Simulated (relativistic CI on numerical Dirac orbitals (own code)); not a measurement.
Sensitivity of the levels of Er6+ to α and to the nuclear radius

Calculated at this level of theory: Dirac-Coulomb-Breit CI, KLI orbitals optimised for each configuration, derivatives by finite differences, unscaled Slater integrals, QED left out (own radial code, finite nucleus).

Configuration list (outside the closed core [Kr] 4d10): 4f10 5s2 5p4, 4f9 5s 5p6. The list is cut by size and lacks configurations that can hold low levels.

With x = (α/α₀)² − 1 an excitation energy changes as ω = ω₀ + qx; K = 2q/ω₀ is the relative enhancement. Terms are leading LS components, so labels can repeat. The field-shift factor is F = δν/δ⟨r²⟩ for the transition from the lowest level.

Lowest level 4f10 5s2 5p4 7K_10.

```
            Level  ω₀ (cm⁻¹)  q (cm⁻¹)  F (GHz/fm²)
4f10 5s2 5p4 7K_9     4910.4      4354     -0.00701
4f10 5s2 5p4 7I_8     8495.2      6191       0.0159
4f10 5s2 5p4 7I_7    12175.2      8725        0.121
4f10 5s2 5p4 5K_9    14697.4      6561       -0.183
4f10 5s2 5p4 5I_8    14813.8      5787      -0.0316
4f10 5s2 5p4 7I_6    15519.7     11500        0.238
4f10 5s2 5p4 5H_7    16003.9      3957      -0.0342
4f10 5s2 5p4 7H_5    18326.8     13300        0.327
4f10 5s2 5p4 5H_6    19364.5      6567       0.0224
4f10 5s2 5p4 7H_4    20602.9     14380        0.399
4f10 5s2 5p4 7H_3    22418.7     15130        0.462
4f10 5s2 5p4 5H_5    22838.7     10730       0.0934
4f10 5s2 5p4 7G_7    23352.3      7022        0.196
4f10 5s2 5p4 7H_2    23759.1     15560        0.515
4f10 5s2 5p4 7G_7    24820.5      7262       0.0965
4f10 5s2 5p4 5K_8    25369.3      9626      -0.0473
4f10 5s2 5p4 5H_4    25623.8     13560       0.0846
4f10 5s2 5p4 3H_6    26223.0      8384       0.0446
4f10 5s2 5p4 7H_8    26246.7      6499       -0.177
4f10 5s2 5p4 7F_6    26800.1      4590        0.479
4f10 5s2 5p4 5H_3    27631.2     14910       0.0343
4f10 5s2 5p4 7P_4    29017.9      5482         0.47
4f10 5s2 5p4 7F_5    29419.1      7155        0.508
```

At this charge configurations can still be misplaced by up to about 7 % of their energy. Terms inside the open d or f shell come out 10 to 20 % too wide with unscaled integrals. Levels and lines within the n = 5 or 6 shells can be off by up to 10 % or somewhat more, and those that change n by about 2 %, since core polarisation is missing.

Q: Which transition from the lowest level has the largest |K|?

A: 4f10 5s2 5p4 7K_9 at 4910.4 cm⁻¹, K = 1.77.
